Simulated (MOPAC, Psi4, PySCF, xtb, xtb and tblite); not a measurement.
Two geometries of diglyme, C₆H₁₄O₃, SMILES O(CCOCCOC)C, relaxed at GFN2-xTB with one dihedral held; other torsions can differ between them too.

Structure A

```
23

C      3.1706     3.5652    -2.0632
O      3.7277     2.9523    -0.9238
C      2.9153     2.9374     0.2309
C      1.4206     2.6580     0.0051
O      1.1249     1.5410    -0.8021
C      1.3485     0.2730    -0.2342
C      2.8074    -0.2039    -0.2921
O      3.3851    -0.0915     0.9924
C      4.7496    -0.4241     1.0055
H      3.9647     3.5779    -2.8084
H      2.8608     4.5962    -1.8519
H      2.3179     3.0005    -2.4503
H      3.3482     2.1745     0.8793
H      2.9782     3.9135     0.7427
H      0.9504     3.5006    -0.5085
H      0.9562     2.5472     0.9964
H      0.7185    -0.4028    -0.8178
H      1.0236     0.2540     0.8146
H      3.3624     0.4080    -1.0167
H      2.8504    -1.2536    -0.6199
H      5.3252     0.2442     0.3535
H      5.0884    -0.3130     2.0337
H      4.9073    -1.4594     0.6784
```

Structure B

```
23

C     -1.0294    -1.7698     4.3174
O     -1.4765    -0.4759     4.6499
C     -0.8470     0.5501     3.9240
C     -1.4180     0.7435     2.5151
O     -0.8228    -0.1936     1.6353
C     -1.2247    -0.0646     0.2974
C     -2.6641    -0.5204     0.0326
O     -3.5532     0.5372     0.3105
C     -4.8967     0.1986     0.0866
H     -1.6110    -2.4605     4.9254
H     -1.1814    -1.9879     3.2568
H      0.0365    -1.8861     4.5493
H      0.2332     0.3671     3.8492
H     -1.0223     1.4624     4.5001
H     -2.5060     0.6168     2.5437
H     -1.1973     1.7626     2.1651
H     -1.1254     0.9777    -0.0371
H     -0.5376    -0.6973    -0.2695
H     -2.7626    -0.8226    -1.0219
H     -2.8941    -1.3927     0.6635
H     -5.0651    -0.0860    -0.9598
H     -5.4841     1.0835     0.3221
H     -5.2115    -0.6320     0.7309
```

### Question
Which is lower in energy at the level Psi4 with B3LYP-D3(BJ)/def2-SVP // GFN2-xTB, and by how much?

### Answer
B is lower, by 1.36 kcal/mol (dihedral C4–C3–O2–C1: 40° in A, 80° in B).

E(B) − E(A) in kcal/mol at the other levels, on the same two geometries: GFN2-xTB (xtb and tblite) -1.14; B3LYP/def2-SVP // GFN2-xTB (Psi4) -3.00; PBE/def2-SVP // GFN2-xTB (Psi4) -2.35; PBE-D3(BJ)/def2-SVP // GFN2-xTB (Psi4) -1.33; PM6, restricted, heats of formation // GFN2-xTB (MOPAC) -0.22; PM3, restricted, heats of formation // GFN2-xTB (MOPAC) -2.70; GFN1-xTB // GFN2-xTB (xtb) -1.74; restricted B3LYP/6-31G*, spherical d, density fitting // GFN2-xTB (PySCF) -3.17; restricted Hartree-Fock/3-21G, density fitting // GFN2-xTB (PySCF) -1.97; restricted B3LYP/LANL2DZ, density fitting // GFN2-xTB (PySCF) -2.57; restricted MP2 (frozen core)/6-31G*, spherical d // GFN2-xTB (PySCF) -2.40.
